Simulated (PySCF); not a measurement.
## Excitation energy of Ru⁺ by level of theory

Ru⁺ [Kr] 4d7 (4F) → Ru⁺ [Kr] 4d6 5p1 (high-spin determinant), as a difference of total energies. All numbers are calculated (PySCF 2.14, a scalar-relativistic core potential, in aug-cc-pwCVDZ-PP with ECP28MDF (6s6p5d3f, 70 functions)). Correlated levels: valence: 4s2 4p6 frozen. The calculations carry no spin-orbit coupling.

| method | excitation energy (eV) |
| --- | --- |
| UHF | 4.687 |
| MP2 (valence) | 5.565 |
| SCS-MP2 (valence) | 5.939 |
| CCSD (valence) | 5.460 |
| CCSD(T) (valence) | 5.488 |

Problem. How much does correlation contribute at CCSD(T) (valence)?

Solution. 5.488 − (4.687) = 0.801 eV, measured against UHF.

The determinant of the upper state mixes LS terms, which raises its energy above the lowest term, most at the Hartree-Fock and MP2 levels.
